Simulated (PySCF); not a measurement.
Electron correlation in B (boron, neutral)

[He] 2s1 2p2, high-spin 4P determinant (an excited configuration). All numbers are calculated (PySCF 2.14, scalar relativity by spin-free X2C-1e, in x2c-TZVPPall (5s3p2d1f, 31 functions)). Frozen: 1s2; 3 electrons correlated.

```csv
level,correlation energy (mhartree)
CCSD,-15.80
(T),-0.09
CCSD(T),-15.89
CCSDT,-15.92
FCI,-15.92
```

Diagnostics: T1 = 0.0038, D1 = 0.0059, largest double amplitude 0.043, weight of the Hartree-Fock determinant in FCI 0.9884 (4060 determinants).

Cost of the coupled-cluster step: roughly 0.21 core-seconds, for 3 correlated electrons.

Iterations:

```
CC2 = 0
CCSD nocc = (np.int64(3), np.int64(0)), nmo = (30, 30)
frozen orbitals [[0], [0]]
max_cycle = 100
direct = 0
conv_tol = 1e-08
conv_tol_normt = 1e-06
diis_space = 8
diis_start_cycle = 0
Init t2, MP2 energy = -0.0110163298094387
Init E_corr(UCCSD) = -0.0110163298148272
cycle = 1  E_corr(UCCSD) = -0.0142143128383661  dE = -0.00319798302  norm(t1,t2) = 0.0234274
cycle = 2  E_corr(UCCSD) = -0.0152312575479672  dE = -0.00101694471  norm(t1,t2) = 0.00889175
cycle = 3  E_corr(UCCSD) = -0.0158133943039232  dE = -0.000582136756  norm(t1,t2) = 0.00375559
cycle = 4  E_corr(UCCSD) = -0.0157958212004198  dE = 1.75731035e-05  norm(t1,t2) = 0.000528215
cycle = 5  E_corr(UCCSD) = -0.0157967105367068  dE = -8.89336287e-07  norm(t1,t2) = 2.73779e-05
cycle = 6  E_corr(UCCSD) = -0.0157965057448885  dE = 2.04791818e-07  norm(t1,t2) = 4.55961e-06
cycle = 7  E_corr(UCCSD) = -0.0157965798473333  dE = -7.41024447e-08  norm(t1,t2) = 5.62452e-07
cycle = 8  E_corr(UCCSD) = -0.015796569879807  dE = 9.96752626e-09  norm(t1,t2) = 1.09374e-07
UCCSD converged
E(UCCSD) = -24.47423659042147  E_corr = -0.01579656987980699
UCCSD(T) correction = -8.9682412250674e-05
```
